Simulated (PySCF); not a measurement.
System: C₂H₄BO₂ (charge -1, singlet). It need not be the lowest isomer of its formula. Whether it binds its extra electron was not tested at this geometry. 
Coordinates optimised at B3LYP-D3(BJ)/def2-TZVP (Ansatz):
SMILES: [CH-]=CB(O)O
```xyz
9

C     -1.8184     0.6550     0.3995
C     -1.0581    -0.4694     0.2702
B      0.4142    -0.1779    -0.0897
O      0.7675     1.1421    -0.2316
O      1.4065    -1.1465    -0.2806
H     -2.8758     0.4340     0.6586
H     -1.4317    -1.4983     0.4039
H     -0.1267     1.5716    -0.0399
H      2.2306    -0.6957    -0.4949
```
Charge -1, spin multiplicity 1.

Dispersion corrections to the total energy (kcal/mol) from the dftd3 and dftd4 libraries through PySCF: D3(BJ) without and D4 with the three-body term, each with the damping fitted for the functional named.

```
functional      D3(BJ)     D4
----------  ----------  -----
TPSS             -4.43  -5.54
B2PLYP           -2.78  -2.84
PBE0             -3.02  -3.40
CAM-B3LYP   (withheld)  -3.38
HSE06            -2.20  -3.13
PW6B95      (withheld)  -3.61
BHLYP       (withheld)  -4.56
```

Task: Some entries are withheld; supply them.

Result: 
- CAM-B3LYP, D3(BJ): -2.64
- PW6B95, D3(BJ): -1.67
- BHLYP, D3(BJ): -4.72
